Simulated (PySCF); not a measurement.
Low-lying terms of Pr⁵⁵⁺ (praseodymium, charge +55)

Ground state [He] 2s2, ¹S. All numbers are calculated (PySCF 2.14, scalar relativity by spin-free X2C-1e, in an uncontracted even-tempered set (18 s from 5.12 bohr⁻², ratio 2.5; 9 p from 6.72 bohr⁻², ratio 2.7; 8 d from 7.62 bohr⁻², ratio 2.7; 4 f from 220 bohr⁻², ratio 2.7)). Vertical excitation energies in eV without spin-orbit coupling; excited terms of each kind are numbered among those the solver found. Frozen: nothing.

| term | leading excitation | EOM-EE-CCSD |
| --- | --- | --- |
| 1 3P° | 2s → p | 488.06 |
| 1 1P° | 2s → p | 585.28 |

The spin-orbit splitting of the hole, absent here, rivals or exceeds the spacing of these terms, so the LS terms are model states.

Only the lower part of the computed list is shown. Doubly excited terms such as np² are absent. The solver can miss terms. The 7 highest virtual orbitals were dropped.
